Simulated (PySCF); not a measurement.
Excitations are Tamm–Dancoff values on a coarser integration grid. The basis has no diffuse functions, so Rydberg states are missing or too high.

Z-matrix (Å, degrees):
```
Si
F 1 1.5758
F 1 1.5758 2 110.32
F 1 1.5805 2 105.71 3 -113.83
N 1 1.6739 2 109.45 4 -125.68
H 5 1.0066 1 122.04 2 40.77
H 5 1.0066 6 112.46 1 -159.40
```
Charge 0, spin multiplicity 1.

### Question
Give the T1 excitation (TDA), HOMO–LUMO gap and total energy at the level PBE-D3(BJ)/def2-TZVP // r2SCAN-D4/def2-TZVP run with PySCF.

### Answer

The T1 excitation (TDA) is 6.41 eV and the HOMO–LUMO gap comes out as 6.66 eV. The total energy is -644.9016 Ha.
